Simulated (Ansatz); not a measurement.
`CC(O)([SiH3])Cl` + H₂ → `CC(O)[SiH3]` + HCl at 500 K and 1 bar (hydrogenolysis of a C–Cl bond).

Isolated molecules relaxed with PBE0-D4/def2-TZVP in Ansatz; ΔE leaves out vibrations. CCSD(T)/CBS adds triple-zeta CCSD(T) − MP2 to the extrapolated MP2 energy (def2 sets, frozen cores). This one scheme is used for every species. Each species was taken in one conformer, which may not be the lowest.

```csv
species,CCSD(T)/CBS energy (Eh),H − E (kJ/mol),S (J/(mol·K))
`CC(O)([SiH3])Cl`,-904.34029,274.7,419.4
H₂,-1.17544,41.0,145.5
`CC(O)[SiH3]`,-445.15454,292.8,387.6
HCl,-460.38127,32.5,201.9
```

H − E and S are ideal-gas, rigid-rotor, harmonic terms from PBE0-D4/def2-TZVP, for one conformer and one mirror image of each species. For small species the MP2-based limit differs from directly extrapolated CCSD(T) by up to some mEh (0.8 for H₂); such offsets cancel only in part. 1 Eh = 2625.50 kJ/mol, R = 8.31446 J/(mol·K).

Task: By hand: ΔE, ΔH, ΔS and ΔG.

Result: ΔE = (-445.15454) + (-460.38127) − (-904.34029) − (-1.17544) = -0.02008 Eh = -52.7 kJ/mol. Δ(H − E) = 292.8 + 32.5 − 274.7 − 41.0 = 9.6, so ΔH = -43.1 kJ/mol. ΔS = 387.6 + 201.9 − 419.4 − 145.5 = 24.6 J/(mol·K). ΔG = -43.1 − 500 × (24.6)/1000 = -55.4 kJ/mol.

Task: By hand: the equilibrium constant, and the temperature at which ΔG would vanish if ΔH and ΔS stayed fixed.

Result: log₁₀ K = −ΔG/(RT ln 10) = 5.8. ΔH and −TΔS have one sign here, so there is no such temperature.

ΔH outweighs TΔS. A doubt of 5 kJ/mol in ΔE shifts log₁₀ K by 0.5 here. Other conformers and mirror images would add mixing entropy, several J/(mol·K) or more a flexible species. These are equilibria of isolated gas molecules and say nothing of rates. Largest T1 diagnostic: 0.011 (customary marks: 0.02 for closed shells, 0.045 for open ones).
